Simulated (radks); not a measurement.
These are the eigenvalues of the occupied orbitals of an atom or ion with whole-number occupations (eV). All-electron calculation, Dirac Kohn-Sham, PBE, spin-unpolarised, spherical densities, finite nucleus; Fermi nuclear charge, rms radius of each element as measured or else 0.836 A^(1/3) + 0.57 fm. Program: a radial shooting solver on a logarithmic mesh with Libxc functionals.

| orbital | eigenvalue |
|---|---|
| 1s1/2 | -73765.83 |
| 2s1/2 | -12863.48 |
| 2p1/2 | -12319.80 |
| 2p3/2 | -10788.66 |
| 3s1/2 | -3016.597 |
| 3p1/2 | -2772.746 |
| 3p3/2 | -2438.847 |
| 3d3/2 | -2029.387 |
| 3d5/2 | -1957.057 |
| 4s1/2 | -660.4892 |
| 4p1/2 | -558.0346 |
| 4p3/2 | -479.6087 |
| 4d3/2 | -311.2717 |
| 4d5/2 | -296.7433 |
| 5s1/2 | -121.4875 |
| 5p1/2 | -89.8013 |
| 4f5/2 | -83.7287 |
| 4f7/2 | -80.9214 |
| 5p3/2 | -77.4379 |
| 5d3/2 | -35.4554 |
| 5d5/2 | -34.1919 |

Which element is it, and in what charge state? The configuration may be excited. Open shells, if any, fill j = l - 1/2 first.

Answer. Z = 76, osmium, charge +3: Os3+ in [Xe] 4f14 5d5. The list shows which subshells hold electrons but not how many an open one holds; the 1s level, -2710.8 hartree, gives Z - s = 73.6 by -(Z - s)^2/2, which with screening and relativity narrows Z to a few neighbours, and the depths of the outer levels then fix element, charge and occupations together.
